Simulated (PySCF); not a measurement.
A side-by-side comparison of computed properties.

First species: C7H11NSi2.
SMILES: `CC1=C[SiH2]CC=C[Si@H]1C#N`

Second species: C6H15FOSi.
SMILES with atom numbers: `[CH3:1][C:2]([CH3:3])([CH2:4][CH2:5][F:6])[CH2:7][O:8][SiH3:9]` (hydrogens: H10, H11, H12 on C1; H13, H14, H15 on C3; H16, H17 on C4; H18, H19 on C5; H20, H21 on C7; H22, H23, H24 on Si9)

Levels: PBE0/pcSseg-1 for HOMO energy, LUMO energy and HOMO–LUMO gap. Geometries: GFN2-xTB. Each species is one conformer at its optimised geometry, gas phase, non-relativistic unless stated; the electronic structure was computed with PySCF and density fitting.

The conformers computed, where there is a choice (atom-mapped SMILES and torsion angles):
- `[CH3:1][C:2]([CH3:3])([CH2:4][CH2:5][F:6])[CH2:7][O:8][SiH3:9]`: C1–C2–C4–C5 -169°, C2–C4–C5–F6 -67°, C1–C2–C7–O8 68°, C2–C7–O8–Si9 -174°

The conformers of `CC1=C[SiH2]CC=C[Si@H]1C#N` aren't listed.

Values for the first species:

* HOMO energy: -7.52 eV
* LUMO energy: -1.28 eV
* HOMO–LUMO gap: 6.24 eV

Q: Estimate the same properties for the second species, and the change in each.

A: 
| property | first | second | second less first |
| --- | --- | --- | --- |
| HOMO energy | -7.52 eV | -8.17 eV | -0.65 eV |
| LUMO energy | -1.28 eV | 0.30 eV | +1.58 eV |
| HOMO–LUMO gap | 6.24 eV | 8.47 eV | +2.23 eV |

